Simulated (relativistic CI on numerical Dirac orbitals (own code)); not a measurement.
## How well does a small relativistic CI reproduce V²⁺?

Computed by Dirac-Coulomb-Breit CI, separate exchange-only KLI orbitals for each configuration, a model potential for QED, valence Slater integrals scaled by 0.85, P86 correlation energy added to each configuration (own radial code, finite nucleus).

Configurations in the expansion (outside the closed core [Ne] 3s2): 3p⁶3d³, 3p⁶3d²4s, 3p⁶3d²4p, 3p⁶3d4s², 3p⁶3d²4d, 3p⁶3d²5s, 3p⁶3d²5p, 3p⁶3d4s4p, 3p⁶3d²4f, 3p⁶3d²5d, 3p⁶3d²6s, 3p⁶3d²6p, 3p⁶3d²5f, 3p⁶3d²5g, 3p⁶3d²6d, 3p⁵3d⁴, 3p⁶3d4p², 3p⁶3d4s4d. Levels of other configurations are missing.

```csv
Configuration,Term (tabulated),J,Measured (cm⁻¹),Computed,Error,Purity (%)
3p⁶3d³,a 4F,3/2,0.0,0,0,100
3p⁶3d³,a 4F,5/2,145.5,128,-17,100
3p⁶3d³,a 4F,7/2,341.5,303,-39,100
3p⁶3d³,a 4F,9/2,583.8,518,-66,100
3p⁶3d³,a 4P,1/2,11513.8,12538,1024,100
3p⁶3d³,a 4P,3/2,11591.8,12611,1019,99
3p⁶3d³,a 4P,5/2,11769.7,12772,1002,100
3p⁶3d³,a 2G,7/2,11966.3,12598,632,100
3p⁶3d³,a 2G,9/2,12187.0,12795,608,99
3p⁶3d³,a 2P,3/2,15550.3,16689,1139,93
3p⁶3d³,a 2P,1/2,15579.8,16601,1021,99
3p⁶3d³,a 2D2 †,3/2,16330.5,17980,1649,93
3p⁶3d³,a 2D2 †,5/2,16374.7,18136,1762,100
3p⁶3d³,a 2H,9/2,16810.9,16769,-42,99
3p⁶3d³,a 2H,11/2,16977.6,16917,-61,100
3p⁶3d³,a 2F,7/2,27727.8,28923,1195,100
3p⁶3d³,a 2F,5/2,27846.8,29033,1186,100
3p⁶3d³,b 2D1,5/2,42267.4,44304,2037,99
3p⁶3d³,b 2D1,3/2,42371.2,44400,2029,99
3p⁶3d²4s,b 4F,3/2,43942.5,44851,908,100
3p⁶3d²4s,b 4F,5/2,44110.0,45005,895,100
3p⁶3d²4s,b 4F,7/2,44345.8,45222,876,100
3p⁶3d²4s,b 4F,9/2,44647.0,45500,853,100
3p⁶3d²4s,b 2F,5/2,49327.7,50293,965,99
3p⁶3d²4s,b 2F,7/2,49805.3,50733,928,99
3p⁶3d²4s,c 2D,5/2,56160.4,58046,1885,82
3p⁶3d²4s,c 2D,3/2,56256.8,58133,1876,92
3p⁶3d²4s,b 4P,1/2,56529.3,58425,1896,100
3p⁶3d²4s,b 4P,3/2,56669.1,58549,1880,92
3p⁶3d²4s,b 4P,5/2,56922.5,58776,1853,83
3p⁶3d²4s,b 2P,1/2,61578.7,63724,2145,99
3p⁶3d²4s,b 2P,3/2,61777.2,63903,2126,99
3p⁶3d²4s,b 2G,9/2,63303.1,64289,986,100
3p⁶3d²4s,b 2G,7/2,63315.1,64301,986,100
3p⁶3d²4p,z 4G°,5/2,85524.0,85642,118,98
3p⁶3d²4p,z 4G°,7/2,85875.7,85958,83,99
3p⁶3d²4s,a 2S,1/2,86304.0,89280,2976,99
3p⁶3d²4p,z 4G°,9/2,86306.4,86350,43,99
3p⁶3d²4p,z 4F°,3/2,86716.8,86763,46,98
3p⁶3d²4p,z 4G°,11/2,86809.4,86811,1,100
3p⁶3d²4p,z 4F°,5/2,86938.0,86961,23,99
3p⁶3d²4p,z 4F°,7/2,87218.9,87218,-1,99
3p⁶3d²4p,z 4F°,9/2,87544.5,87522,-23,99
3p⁶3d²4p,z 2F°,5/2,87880.9,88264,383,89
3p⁶3d²4p,z 2F°,7/2,88328.0,88666,338,89
3p⁶3d²4p,4D°,1/2,89005.6,89047,41,100
3p⁶3d²4p,4D°,7/2,89417.5,89462,44,90
3p⁶3d²4p,2D°,5/2,89457.7,89704,246,74
3p⁶3d²4p,z 2G°,7/2,91710.4,92057,347,100
3p⁶3d²4p,z 2G°,9/2,92052.6,92382,330,99
3p⁶3d²4p,z 2S°,1/2,94714.2,96010,1296,99
3p⁶3d²4p,z 4S°,3/2,97512.0,98481,969,62
3p⁶3d²4p,z 2P°,3/2,98062.2,98907,845,59
3p⁶3d²4p,y 2F°,5/2,98383.5,99234,850,95
3p⁶3d²4p,z 2P°,1/2,98399.4,99128,728,99
3p⁶3d²4p,y 2F°,7/2,98825.2,99624,799,94
3p⁶3d²4p,y 4D°,1/2,99073.2,99895,821,99
3p⁶3d²4p,y 4D°,3/2,99181.5,100007,825,90
3p⁶3d²4p,y 2D°,3/2,99508.5,100441,932,87
3p⁶3d²4p,y 2D°,5/2,99804.6,100712,907,84
3p⁶3d²4p,y 4D°,7/2,99941.2,100683,742,94
3p⁶3d²4p,z 4P°,1/2,101645.6,102394,748,99
3p⁶3d²4p,z 4P°,3/2,101785.8,102521,735,99
```

Measured levels from Sugar and Corliss, J. Phys. Chem. Ref. Data 7, 1191 (1978); pairs were made by configuration, J and term (by order where the table uses no LS term), so strongly mixed levels may be paired wrongly.

Mean error by configuration (cm⁻¹): 3p⁶3d³ 792; 3p⁶3d²4s 1502; 3p⁶3d²4p 472. Over the excited levels the mean absolute error is 840 cm⁻¹ (62 of the 64 excited levels that our extract of the source holds in range could be paired, and the others can miss by more), and the median relative error of those above 1,000 cm⁻¹ is 0.99 %. † marks terms whose computed intervals miss the measured ones by more than a factor of 2.5, or configurations far off the rest, from wrong mixing, a near crossing or a doubtful label or measurement; they are left out of the means.
